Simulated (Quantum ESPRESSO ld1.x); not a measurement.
Values are calculated unless marked as measured or tabulated.
Problem. All-electron atom: Li2+ in 2s1 (not the ground configuration). Level of theory: non-relativistic Kohn-Sham, PW91, spin-unpolarised, spherical densities, point nucleus; without spin polarisation the odd electron is poorly described (ld1.x of Quantum ESPRESSO 7.5). Some entries of the table are withheld. Estimate them.

orbital,occ.,eigenvalue (eV),<r> (bohr)
1s,0,(1),(2)
2s,1,(3),1.997
2p,0,(4),1.736

Solution. 
(1) 1s eigenvalue (eV): -118.543
(2) 1s <r> (bohr): 0.4845
(3) 2s eigenvalue (eV): -25.8925
(4) 2p eigenvalue (eV): -24.7296
